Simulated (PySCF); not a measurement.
A species of formula C10H14 has this rotational fingerprint, computed with PBE0-D3(BJ)/def2-SVP geometry optimisation, gas phase (PySCF 2.14.0):

| Item | Value |
| --- | --- |
| Rotational constants | A = 2403, B = 1151, C = 1012 MHz |
| Dipole components | \|μa\| = 0.92 D, \|μb\| = 0.06 D, \|μc\| = 0.05 D |
| Inertial defect | -150.15 u·Å² |
| κ | -0.80 |

**Question.** Which candidate fits, each taken in the one conformer that was computed?
A. `[CH3:1][CH2:2][CH2:3][C:4]1=[CH:5][CH:6]=[CH:7][C:8]12[CH2:9][CH2:10]2` with C1–C2–C3–C4 65°, C2–C3–C4–C5 -90°
B. `[CH3:1][CH2:2][c:3]1[cH:4][cH:5][c:6]([CH2:7][CH3:8])[cH:9][cH:10]1` with C1–C2–C3–C4 91°, C5–C6–C7–C8 88°
C. `C#C[C@@]12CCC[C@@H](CC1)C2`
D. `[CH3:1][c:2]1[cH:3][cH:4][cH:5][c:6]([CH:7]([CH3:8])[CH3:9])[cH:10]1` with C5–C6–C7–C8 117°
E. `C#C[C@@H]1C[C@H]2CC[C@@H]1CC2`

**Answer.** C. It is C#C[C@@]12CCC[C@@H](CC1)C2, an asymmetric top, point group C1. The candidates at the same level (rigid rotor, commonest isotopes):

| SMILES | A (MHz) | B (MHz) | C (MHz) | μa (D) | μb (D) | μc (D) | Δ (u·Å²) | point group | rotor |
| --- | --- | --- | --- | --- | --- | --- | --- | --- | --- |
| CCCC1=CC=CC12CC2 | 1980 | 1097 | 831.6 | 0.01 | 1.14 | 0.03 | -108.01 | C1 | asymmetric top |
| C#C[C@@H]1C[C@H]2CC[C@@H]1CC2 | 2376 | 1085 | 1076 | 0.84 | 0.01 | 0.08 | -209.07 | C1 | near-prolate asymmetric top |
| Cc1cccc(C(C)C)c1 | 2181 | 907.4 | 747.1 | 0.10 | 0.34 | 0.06 | -112.25 | – | asymmetric top |
| CCc1ccc(CC)cc1 | 3886 | 655.5 | 610.1 | 0.00 | 0.01 | 0.00 | -72.56 | – | near-prolate asymmetric top |
| C#C[C@@]12CCC[C@@H](CC1)C2 | 2403 | 1151 | 1012 | 0.92 | 0.06 | 0.05 | -150.15 | C1 | asymmetric top |

`CCCC1=CC=CC12CC2` has C 18 % too low; `C#C[C@@H]1C[C@H]2CC[C@@H]1CC2` has C 6 % too high; `Cc1cccc(C(C)C)c1` has C 26 % too low; `CCc1ccc(CC)cc1` has A 62 % too high. No structure here is proved a minimum.
